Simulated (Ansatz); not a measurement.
Reaction (cleavage of the Si–Si bond): `F[SiH2][SiH](Cl)Cl` + `BNB` → `BN(B)[SiH2]F` + dichlorosilane

Computed with Ansatz on PBE0-D4/def2-TZVP structures; ΔE is electronic, products minus reactants. CBS: MP2 limit from def2 TZ/QZ plus the TZ coupled-cluster correction, frozen cores. Functionals use def2-TZVPP. HSE06 is defined as in plane-wave codes. One conformer a species, not always the lowest.

Question: Is it downhill or uphill in electronic energy at CCSD(T)/CBS, and by how much? (Best estimate.)

Answer: Ansatz gave: Downhill: ΔE = -58.5 kJ/mol.

Question: What do these levels give: r2SCAN-D4, r2SCAN0-D4, HSE06-D4, BHLYP-D4, ωB97X-V, B2PLYP, BLYP, r2SCANh, r2SCAN0, MP2/def2-QZVPP, SCS-MP2/def2-QZVPP, HF/CBS(def2)? (An estimate is asked.)

Answer: The calculation gave: r2SCAN-D4 -47.7, r2SCAN0-D4 -52.3, HSE06-D4 -39.9, BHLYP-D4 -56.9, ωB97X-V -52.5, B2PLYP -56.1, BLYP -40.4, r2SCANh -49.7, r2SCAN0 -52.4, MP2/def2-QZVPP -66.4, SCS-MP2/def2-QZVPP -66.6, HF/CBS(def2) -70.3 kJ/mol.

Largest T1 diagnostic among the species: 0.012.

From PBE to PBE0 (25 % exact exchange), in def2-TZVPP and without D4, ΔE moves by −9.0 kJ/mol. Leaving LDA and LC-ωPBE aside and taking each functional with its dispersion term where it has one, the values, not all of them listed here, spread over 27.1 kJ/mol, from ωB97M-V to PBE-D4. LDA lies −7.0 kJ/mol from PBE without D4.
